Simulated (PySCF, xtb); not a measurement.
diboron tetrafluoride (B2F4), SMILES FB(F)B(F)F. Atoms are numbered in the order given.

```xyz
6

F      0.7960    -0.7960    -1.5543
B      0.0000     0.0000    -0.8596
F     -0.7960     0.7960    -1.5543
B      0.0000     0.0000     0.8596
F      0.7960     0.7960     1.5543
F     -0.7960    -0.7960     1.5543
```

The structure is a stationary point at r2SCAN-D4/def2-SVP. The values are those of a single conformer.

Method: C-PCM-ωB97X/def2-SVP run with PySCF.

The values are the electrostatic part of the solvation free energy, E(continuum) − E(gas) at the gas-phase geometry, in a cavity of scaled van der Waals radii (PySCF's table); cavitation and dispersion terms are not included. In vacuum the orbital gap is 14.16 eV. The dipole moment in vacuum is 0.00 D.

Computed values in water (ε = 78.36), diethylether (ε = 4.24), tetrahydrofuran (ε = 7.43):
| solvent | ε | ΔG(elec) (kcal/mol) | dipole (D) | gap (eV) |
|---|---|---|---|---|
| water | 78.36 | -2.2 | 0.00 | 14.26 |
| diethylether | 4.24 | -1.7 | 0.00 | 14.24 |
| tetrahydrofuran | 7.43 | -1.9 | 0.00 | 14.25 |

For comparison, GFN2-xTB/ALPB(water) (xtb, at the GFN2-xTB geometry, all terms of that model) gives -0.5 kcal/mol.
